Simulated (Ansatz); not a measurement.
Ansatz (an electronic-structure program) input (CCSD(T)/STO-3G):

Ansatz 0.2 input:
```yaml
crystal:
  periodic: [false, false, false]
  atoms:
    - {symbol: C, position_ang: [-1.96307115, -0.16893015, 0.05252244]}
    - {symbol: C, position_ang: [-0.74668750, -0.97211734, 0.05639048]}
    - {symbol: C, position_ang: [0.56189315, -0.82968453, 0.02018289]}
    - {symbol: C, position_ang: [1.16996725, 0.46314413, -0.04584051]}
    - {symbol: N, position_ang: [1.64287786, 1.51366592, -0.09899561]}
    - {symbol: H, position_ang: [-1.72094497, 0.90104257, 0.00396535]}
    - {symbol: H, position_ang: [-2.59178843, -0.41875240, -0.80542916]}
    - {symbol: H, position_ang: [-2.55073987, -0.34810364, 0.95602666]}
    - {symbol: H, position_ang: [1.23071778, -1.68432065, 0.03887464]}
basis:
  gaussian:
    orbitals: STO-3G
magnetization: {spin_polarized: true, initial_magnetization: 1}
correlation: {method: ccsd_t, electrons: outside_noble_gas}
```

Output:

```
Functional definition: HF
integrals: 0.01 GiB planned
405 factors; integrals over basis functions are off by at most 4.4e-5 eV
mean field: 0.08 GiB planned
mean field evaluation 1: about -5589.1670 eV, gradient 2.5e1 eV
mean field evaluation 2: about -5589.2938 eV, gradient 2.5e1 eV
mean field evaluation 4: about -5593.5581 eV, gradient 2.9e0 eV
mean field evaluation 8: about -5593.7722 eV, gradient 1.1e0 eV
mean field evaluation 16: about -5594.1445 eV, gradient 1.3e-3 eV
mean field evaluation 32: about -5594.1445 eV, gradient 2.5e-4 eV
mean field evaluation 64: about -5593.0205 eV, gradient 2.6e0 eV
mean field evaluation 96: about -5593.5210 eV, gradient 5.9e-1 eV
mean field evaluation 128: about -5589.5677 eV, gradient 3.6e-2 eV
mean field evaluation 160: about -5594.1817 eV, gradient 2.2e-2 eV
mean field evaluation 192: about -5581.3132 eV, gradient 1.2e1 eV
mean field -5594.14449558 eV, -205.5810183652 hartree, gradient 7.5e-6 eV, S^2 1.373983; 6 other end points of the search recorded, 0 dependent functions left out
5 core orbitals not correlated
reference -5594.14449558 eV, -205.5810183652 hartree; 13, 12 occupied and 11, 12 virtual orbitals, 405 factors
second order -6.66060053 eV of doubles, -0.00000000 eV of singles
coupled cluster: 0.07 GiB planned
cycle   1  -7.50956864 eV  change   -8.5e-1 eV  update   1.2e-1
cycle   2  -8.43734992 eV  change   -9.3e-1 eV  update   7.5e-2
cycle   3  -8.82050198 eV  change   -3.8e-1 eV  update   4.3e-2
cycle   4  -8.90154527 eV  change   -8.1e-2 eV  update   2.2e-2
cycle   5  -8.91706631 eV  change   -1.6e-2 eV  update   1.0e-2
cycle   6  -8.93666262 eV  change   -2.0e-2 eV  update   6.3e-3
cycle   7  -8.94268968 eV  change   -6.0e-3 eV  update   2.8e-3
cycle   8  -8.94714256 eV  change   -4.5e-3 eV  update   1.4e-3
cycle   9  -8.94956554 eV  change   -2.4e-3 eV  update   7.6e-4
cycle  10  -8.94932778 eV  change    2.4e-4 eV  update   3.5e-4
cycle  11  -8.94932637 eV  change    1.4e-6 eV  update   1.7e-4
cycle  12  -8.94927837 eV  change    4.8e-5 eV  update   6.1e-5
cycle  13  -8.94927692 eV  change    1.4e-6 eV  update   3.0e-5
cycle  14  -8.94927024 eV  change    6.7e-6 eV  update   1.6e-5
cycle  15  -8.94924057 eV  change    3.0e-5 eV  update   9.6e-6
cycle  16  -8.94922291 eV  change    1.8e-5 eV  update   4.4e-6
coupled cluster: 0.07 GiB planned
perturbative correction -0.13158619 eV, -0.0048357034 hartree
Total energy: -5603.22530468 eV, -205.9147319444 hartree
```

It need not be the lowest isomer of its formula.

The determinant is spin-contaminated: <S^2> is 1.37 against 0.75 for a pure state.
